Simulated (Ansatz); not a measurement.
`[Cl][Al]1[CH2][O]1` + CH₃OH → `C[O][Al]1[CH2][O]1` + HCl  (ligand exchange at the Al–Cl bond)

Computed with Ansatz on PBE0-D4/def2-TZVP structures; ΔE is electronic, products minus reactants. CBS: MP2 limit from def2 TZ/QZ plus the TZ coupled-cluster correction, frozen cores. This one scheme is used for every species. One conformer a species, not always the lowest.

`[Cl][Al]1[CH2][O]1`:

Z-matrix (Å, degrees):
```
C
Al 1 1.870
O 1 1.500 2 59.1
H 1 1.090 2 123.5 3 -98.0
H 1 1.090 2 123.5 3 98.0
Cl 2 2.065 1 170.3 3 180.0
```

CH₃OH:

Z-matrix (Å, degrees):
```
C
O 1 1.409
H 1 1.097 2 112.4
H 1 1.090 2 107.0 3 -118.5
H 1 1.097 2 112.4 3 123.0
H 2 0.959 1 108.5 3 -61.6
```

`C[O][Al]1[CH2][O]1`:

```xyz
10

C    -2.098   -0.266    0.797
O    -0.911    0.419    0.529
Al    0.603    0.355   -0.135
C     2.245   -0.017   -0.956
O     1.961    1.340   -0.376
H    -2.938    0.247    0.322
H    -2.278   -0.288    1.876
H    -2.071   -1.297    0.431
H     3.077   -0.514   -0.456
H     2.410    0.021   -2.033
```

HCl:

```xyz
2

Cl    0.418    0.317   -0.365
H    -0.418   -0.317    0.365
```

```csv
species,MP2/CBS(def2) energy (Eh)
`[Cl][Al]1[CH2][O]1`,-816.20247
CH₃OH,-115.58363
`C[O][Al]1[CH2][O]1`,-471.42142
HCl,-460.35267
```

Work out ΔE.

ΔE = (-471.42142) + (-460.35267) − (-816.20247) − (-115.58363) = 0.01201 Eh = +31.5 kJ/mol. CCSD(T)/CBS gives +31.3 kJ/mol.

Largest T1 diagnostic among the species: 0.014.

In def2-TZVPP, CCSD(T) changes the Hartree–Fock value by −3.3 kJ/mol (the triples alone add +0.9 kJ/mol) and MP2 by −3.1 kJ/mol.
